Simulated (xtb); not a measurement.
H₄P (SMILES [PH4+]), charge +1, singlet, at a GFN2-xTB geometry; GFN2-xTB run with xtb.

Input for xtb:
```
$ xtb mol.xyz --gfn 2 --chrg 1 --acc 0.1 --json

# file mol.xyz
5

P      0.00000000     0.00000000    -0.00000000
H     -0.74072552    -0.84327030    -0.79402376
H      0.31759659    -0.63856403     1.17542384
H     -0.73217177     1.13050142     0.27594176
H      1.15530070     0.35133291    -0.65734185
```

Output, abridged:

```
   ID    Z sym.   atoms
    1   15 P      1
    2    1 H      2-5

           -------------------------------------------------
          |                Calculation Setup                |
           -------------------------------------------------

           -------------------------------------------------
          |                 G F N 2 - x T B                 |
           -------------------------------------------------

          ...................................................
          :                      SETUP                      :
          :.................................................:
          :  # basis functions                  14          :
          :  # atomic orbitals                  13          :
          :  # shells                            7          :
          :  # electrons                         8          :
          :  max. iterations                   250          :
          :  Hamiltonian                  GFN2-xTB          :
          :  restarted?                      false          :
          :  GBSA solvation                  false          :
          :  PC potential                    false          :
          :  electronic temp.          300.0000000     K    :
          :  accuracy                    0.1000000          :
          :  -> integral cutoff          0.3500000E+02      :
          :  -> integral neglect         0.1000000E-08      :
          :  -> SCF convergence          0.1000000E-06 Eh   :
          :  -> wf. convergence          0.1000000E-04 e    :
          :  Broyden damping             0.4000000          :
          :  net charge                          1          :
          :  unpaired electrons                  0          :
          ...................................................

 iter      E             dE          RMSdq      gap      omega  full diag
   1     -4.1192510 -0.411925E+01  0.357E+00    8.52       0.0  T
   2     -4.1204844 -0.123341E-02  0.192E+00    8.50       1.0  T
   3     -4.1211170 -0.632589E-03  0.336E-01    8.51       1.0  T
   4     -4.1211120  0.497909E-05  0.396E-01    8.48       1.0  T
   5     -4.1211578 -0.457725E-04  0.859E-02    8.48       1.0  T
   6     -4.1211604 -0.264935E-05  0.341E-02    8.48       1.3  T
   7     -4.1211609 -0.499479E-06  0.397E-05    8.49    1126.4  T
   8     -4.1211609 -0.481393E-12  0.177E-05    8.49    2526.3  T
   9     -4.1211609 -0.959233E-13  0.142E-06    8.49   31499.7  T

   *** convergence criteria satisfied after 9 iterations ***

         :::::::::::::::::::::::::::::::::::::::::::::::::::::
         ::                     SUMMARY                     ::
         :::::::::::::::::::::::::::::::::::::::::::::::::::::
         :: total energy              -4.078208380463 Eh    ::
         :: gradient norm              0.000009451251 Eh/a0 ::
         :: HOMO-LUMO gap              8.486256985305 eV    ::
         ::.................................................::
         :: SCC energy                -4.121160869730 Eh    ::
         :: -> isotropic ES            0.128612645843 Eh    ::
         :: -> anisotropic ES         -0.010964724267 Eh    ::
         :: -> anisotropic XC          0.004072662280 Eh    ::
         :: -> dispersion             -0.000762035949 Eh    ::
         :: repulsion energy           0.042952489267 Eh    ::
         :: add. restraining           0.000000000000 Eh    ::
         :: total charge               1.000000000000 e     ::
         :::::::::::::::::::::::::::::::::::::::::::::::::::::

           -------------------------------------------------
          |                Property Printout                |
           -------------------------------------------------

    * Orbital Energies and Occupations

         #    Occupation            Energy/Eh            Energy/eV
      -------------------------------------------------------------
         1        2.0000           -0.9268001             -25.2195
         2        2.0000           -0.7270824             -19.7849
         3        2.0000           -0.7270824             -19.7849
         4        2.0000           -0.7270824             -19.7849 (HOMO)
         5                         -0.4152181             -11.2987 (LUMO)
         6                         -0.4152181             -11.2987
         7                         -0.4152181             -11.2987
         8                         -0.2691901              -7.3250
         9                         -0.2691901              -7.3250
        10                         -0.0959657              -2.6114
        11                          0.6818867              18.5551
        12                          0.6818867              18.5551
        13                          0.6818867              18.5551
      -------------------------------------------------------------
                  HL-Gap            0.3118642 Eh            8.4863 eV
             Fermi-level           -0.5711503 Eh          -15.5418 eV

     #   Z          covCN         q      C6AA      α(0)
     1  15 P        3.910     0.421   142.862    21.471
     2   1 H        0.978     0.145     1.424     1.865
     3   1 H        0.978     0.145     1.424     1.865
     4   1 H        0.978     0.145     1.424     1.865
     5   1 H        0.978     0.145     1.424     1.865

 Mol. C6AA /au·bohr⁶  :        278.874581
 Mol. C8AA /au·bohr⁸  :      11120.151354
 Mol. α(0) /au        :         28.929388

Wiberg/Mayer (AO) data.
largest (>0.10) Wiberg bond orders for each atom

 ---------------------------------------------------------------------------
     #   Z sym  total        # sym  WBO       # sym  WBO       # sym  WBO
 ---------------------------------------------------------------------------
     1  15 P    3.665 --     2 H    0.916     5 H    0.916     4 H    0.916
                             3 H    0.916
     2   1 H    0.979 --     1 P    0.916
     3   1 H    0.979 --     1 P    0.916
     4   1 H    0.979 --     1 P    0.916
     5   1 H    0.979 --     1 P    0.916
 ---------------------------------------------------------------------------

Topologies differ in total number of bonds
Writing topology from bond orders to xtbtopo.mol

molecular dipole:
                 x           y           z       tot (Debye)
 q only:        0.000      -0.000      -0.000
   full:        0.000      -0.000      -0.000       0.000
molecular quadrupole (traceless):
                xx          xy          yy          xz          yz          zz
 q only:       -0.000       0.000      -0.000       0.000      -0.000       0.000
  q+dip:        0.000       0.000      -0.000       0.000      -0.000       0.000
   full:       -0.000       0.000      -0.000       0.000      -0.000       0.000

           -------------------------------------------------
          | TOTAL ENERGY               -4.078208380463 Eh   |
          | GRADIENT NORM               0.000009451251 Eh/α |
          | HOMO-LUMO GAP               8.486256985305 eV   |
           -------------------------------------------------

normal termination of xtb
```
